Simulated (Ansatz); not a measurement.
AlBrFHO (`[OH][Al]([F])[Br]`), relaxed with RKS PBE-D4/def2-SVP in the Gaussian-basis code of Ansatz from a rough embedded geometry. The force threshold is 0.03 eV/Å; the program also tests the step.

The species carries charge 0 and has multiplicity 1.

Start:

```xyz
5

O    -0.238    1.341   -0.521
Al   -0.164   -0.290    0.257
F    -1.422   -1.484   -0.140
Br    1.514   -0.870    1.711
H     0.310    1.302   -1.308
```

(1) How much energy does the relaxation release, and in how many steps? (Estimate.)

(2) Which bonds change most? (An estimate is asked.)

(3) Give the relaxed structure. (Estimate.)

## Answers

(1) Computed: 10.31 kcal/mol, in 10 steps, 1 of them rejected.

(2) The calculation gave: Al2–F3 from 1.779 to 1.666 Å; O1–Al2 from 1.808 to 1.702 Å; Al2–Br4 from 2.295 to 2.249 Å; O1–H5 from 0.960 to 0.970 Å.

(3) Ansatz gave: 
```xyz
5

O    -0.249    0.965   -0.898
Al   -0.201   -0.375    0.151
F    -1.489   -1.431    0.098
Br    1.483   -0.790    1.582
H     0.456    1.630   -0.933
```
